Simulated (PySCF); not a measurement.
Ionisation energy of I by level of theory

I [Kr] 4d10 5s2 5p5 (2P) → I⁺ [Kr] 4d10 5s2 5p4 (3P), as a difference of total energies. Calculation: PySCF 2.14, in def2-SVP with the def2 core potential (28 electrons); scalar relativity through the core potential. Correlated levels: valence: 4s2 4p6 4d10 frozen. The calculations carry no spin-orbit coupling.

| method | ionisation energy (eV) | error (eV) |
| --- | --- | --- |
| UHF | 9.592 | -0.927 |
| MN15 | 10.371 | -0.148 |
| M06-2X | 10.335 | -0.184 |
| MP2 (valence) | 10.054 | -0.465 |
| SCS-MP2 (valence) | 10.035 | -0.484 |
| CCSD (valence) | 10.026 | -0.493 |
| CCSD(T) (valence) | 10.028 | -0.491 |

Reference: 10.519 eV (measured; NIST levels, between the centres of gravity of the two terms).

Errors of the correlated levels include the incompleteness of this basis and the frozen core.
